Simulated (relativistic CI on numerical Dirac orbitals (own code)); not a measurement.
## d1 to d9 in one octahedral field

Computed with a parametric ligand-field model without spin-orbit coupling, by exact diagonalisation: B = 620, C = 2680, 10Dq = 17700 cm⁻¹ (Oh; |10Dq|/B = 28.5) for every shell. Energies in cm⁻¹; the field energy is (0.6 n_e − 0.4 n_t2) × 10Dq of the ground term; g labels are left out.

```
Shell  Ground term  Electrons in e  Field energy  First spin-allowed bands  Lowest term of other spin
   d1          2T2           0.000         -7080                  2E 17700                           
   d2          3T1           0.024        -13740      3T2 16420, 3T1 24440                   1T2 9394
   d3          4A2           0.000        -21240      4T2 17700, 4T1 24089                   2E 12674
   d4          3T1           0.037        -27671       3E 15405, 3T1 16099                    5E 1556
   d5          2T2           0.064        -34262      2A2 14676, 2T1 14890                   6A1 1214
   d6          1A1           0.048        -41630      1T1 16019, 1T2 23904                  3T1 10240
   d7           2E           1.036        -31227      2T1 15873, 2T2 16447                   4T1 4872
   d8          3A2           2.000        -21240      3T2 17700, 3T1 24089                   1E 10192
   d9           2E           3.000        -10620                 2T2 17700
```

Low spin: d4, d5, d6, d7; the other shells keep the spin of the free ion. Only d4 to d7 can choose; the field needed to pair spins is smallest for d6 and largest for d5, which loses most exchange energy. In the strong-field picture 10Dq must exceed about 6B + 5C = 17120 (d4), 7.5B + 5C = 18050 (d5), 2.5B + 4C = 12270 (d6) and 4B + 4C = 13200 (d7); mixing of terms shifts these bounds somewhat.
